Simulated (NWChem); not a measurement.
Species: C₂H₂ClF₃; SMILES FC(F)[C@H](F)Cl

```xyz
8

F     -0.2295    -2.0462     0.5959
C      0.4582    -0.9000     0.3194
F      1.0352    -1.0228    -0.8997
C     -0.5409     0.2660     0.3232
F     -1.4316     0.1144    -0.6890
Cl     0.3508     1.8144     0.1585
H      1.2466    -0.7499     1.0926
H     -1.0806     0.2992     1.2935
```
Atoms are numbered in this order, from 1.

Computed with NWChem. Coordinates come from a PBE-D3(BJ)/def2-SVP optimisation.

Q: Among these, which level gives the highest value of “dipole (D)”?
(A) B3LYP/def2-TZVP
(B) B3LYP/def2-TZVPP
(C) B3LYP/def2-SVP
(D) B3LYP/def2-SVPD

A: D, B3LYP/def2-SVPD. Values: B3LYP/def2-SVP 2.24; B3LYP/def2-TZVPP 2.30; B3LYP/def2-TZVP 2.31; B3LYP/def2-SVPD 2.39
